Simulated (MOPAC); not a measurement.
MOPAC input (PM3):

```
PM3 1SCF GEO-OK AUX(PRECISION=9) THREADS=1
Cl2Pb

Pb    0.00287726 1    0.00331022 1    0.46954697 1
Cl    1.23637282 1    1.42415907 1   -1.15015183 1
Cl   -1.25025137 1   -1.44012601 1   -1.11472177 1
```

From the last part of the output:

```
                                                       MOPAC v23.2.5 Linux

          FINAL HEAT OF FORMATION =        -39.70259 KCAL/MOL =    -166.11564 KJ/MOL

          COSMO AREA              =        119.42 SQUARE ANGSTROMS
          COSMO VOLUME            =        107.86 CUBIC ANGSTROMS

          IONIZATION POTENTIAL    =          9.964035 EV
          HOMO LUMO ENERGIES (EV) =         -9.964 -2.916
          NO. OF FILLED LEVELS    =          9
          MOLECULAR WEIGHT        =        278.1060         POINT GROUP:  C2v

          MOLECULAR DIMENSIONS (Angstroms)

            Atom       Atom       Distance
           Cl     3   Cl     2     3.79324
           Cl     2   Pb     1     1.60205
           Cl     2   Pb     1     0.00000

          SCF CALCULATIONS        =          1

   ATOM   CHEMICAL          X               Y               Z
  NUMBER   SYMBOL      (ANGSTROMS)     (ANGSTROMS)     (ANGSTROMS)

     1      Pb          0.00287726  *   0.00331022  *   0.46954697  *
     2      Cl          1.23637282  *   1.42415907  *  -1.15015183  *
     3      Cl         -1.25025137  *  -1.44012601  *  -1.11472177  *

                             CARTESIAN COORDINATES

   1   Pb        0.002877260     0.003310220     0.469546970
   2   Cl        1.236372820     1.424159070    -1.150151830
   3   Cl       -1.250251370    -1.440126010    -1.114721770

           Empirical Formula: Pb Cl2  =     3 atoms

      MOLECULAR POINT GROUP   :   C2v

                  EIGENVALUES
 -54.44452 -54.44127 -14.09693 -11.67440 -11.11577 -11.10187 -10.64819 -10.63853
  -9.96403  -2.91598  -1.52628  -1.29214

              NET ATOMIC CHARGES AND DIPOLE CONTRIBUTIONS

  ATOM NO.   TYPE          CHARGE      No. of ELECS.   s-Pop       p-Pop
    1         Pb           0.894000        3.1060     1.93895     1.16705
    2         Cl          -0.447000        7.4470     1.98119     5.46581
    3         Cl          -0.447000        7.4470     1.98119     5.46581
 DIPOLE           X         Y         Z       TOTAL
 POINT-CHG.     0.042     0.048     6.879     6.879
 HYBRID        -0.006    -0.007    -0.993     0.993
 SUM            0.036     0.041     5.886     5.886

          ATOMIC ORBITAL ELECTRON POPULATIONS

     Atom    s        px        py        pz
    1 Pb   1.93895   0.29817   0.33101   0.53787
    2 Cl   1.98119   1.83017   1.80698   1.82866
    3 Cl   1.98119   1.82732   1.80320   1.83529

 **********************
 *                    *
 * JOB ENDED NORMALLY *
 *                    *
 **********************

 == MOPAC DONE ==
```

The geometry given is a B3LYP-D3(BJ)/def2-TZVP minimum.
